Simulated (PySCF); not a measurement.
LDA on Bi⁻ (bismuth, charge -1), [Xe] 4f14 5d10 6s2 6p4, high-spin 3P determinant. Calculation: PySCF 2.14, in aug-cc-pwCVTZ-PP with ECP60MDF (8s7p6d4f1g, 96 functions); a scalar-relativistic core potential.

```
cycle= 1 E= -214.366729084112  delta_E= -0.0177  |g|= 0.06  |ddm|= 0.488
cycle= 2 E= -214.367248724175  delta_E= -0.00052  |g|= 0.0405  |ddm|= 0.133
cycle= 3 E= -214.36754147188  delta_E= -0.000293  |g|= 0.00354  |ddm|= 0.0487
cycle= 4 E= -214.367547772002  delta_E= -6.3e-06  |g|= 0.00146  |ddm|= 0.0112
cycle= 5 E= -214.367549705581  delta_E= -1.93e-06  |g|= 0.00034  |ddm|= 0.00513
cycle= 6 E= -214.367549839606  delta_E= -1.34e-07  |g|= 1.18e-05  |ddm|= 0.00127
cycle= 7 E= -214.36754983985  delta_E= -2.44e-10  |g|= 1.68e-06  |ddm|= 8.38e-05
converged SCF energy = -214.36754983985  <S^2> = 2.0040667  2S+1 = 3.0027099
```

Highest occupied orbital energy: 1.300 eV; ⟨L²⟩ = 2.03; populations by l: s 4.00, p 10.00, d 10.00, f 0.00.

Problem. Can this result be used?

Solution. With care. The run converged. Energies and moments cover only the electrons outside the core potential. Spin-orbit coupling is strong in this species (close to jj coupling), so the high-spin LS determinant is a model state, not a physical level. At LDA the highest occupied level has a positive energy, so only the finite basis holds that electron; in a semilocal or global hybrid functional this comes from self-interaction and does not mean that the real anion is unbound.
